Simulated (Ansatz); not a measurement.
Input for Ansatz (an electronic-structure program): R-wB97X-V/def2-TZVPPD on C2H9GaO (a complex), monomers drawn apart or pushed together. Files ending in .json are basis or fitting sets from the Basis Set Exchange.

Ansatz 0.2 input:
```yaml
crystal:
  periodic: [false, false, false]
  atoms:
    - {symbol: Ga, position_ang: [0.71687756, 0.24025665, 0.98543529]}
    - {symbol: H, position_ang: [1.97811339, -0.69683151, 1.11975860]}
    - {symbol: H, position_ang: [-0.60866573, -0.37568660, 0.37690629]}
    - {symbol: H, position_ang: [0.90053443, 1.80568383, 0.93432873]}
    - {symbol: C, position_ang: [-0.89263547, 1.01521711, 3.22087530]}
    - {symbol: O, position_ang: [0.18757900, 0.15118791, 2.85912713]}
    - {symbol: C, position_ang: [0.04352096, -1.17224581, 3.38069965]}
    - {symbol: H, position_ang: [-0.96232869, 1.07614915, 4.30892075]}
    - {symbol: H, position_ang: [-1.83390006, 0.64350318, 2.80716750]}
    - {symbol: H, position_ang: [-0.66836524, 1.99424076, 2.80666690]}
    - {symbol: H, position_ang: [-0.01711773, -1.13036528, 4.47018678]}
    - {symbol: H, position_ang: [0.92511821, -1.73040017, 3.07800950]}
    - {symbol: H, position_ang: [-0.85403297, -1.64686297, 2.97520173]}
basis:
  gaussian:
    orbitals: def2-TZVPPD.json
hamiltonian:
  xc: {name: wB97X-V}
scf: {lower_state_search: off}
```

Question: What total energy does the run end on?

Answer: -2081.5060 hartree.

Question: How many basis functions does it have, and what does it roughly cost on one machine?

Answer: 321 functions; roughly 19 core-seconds.
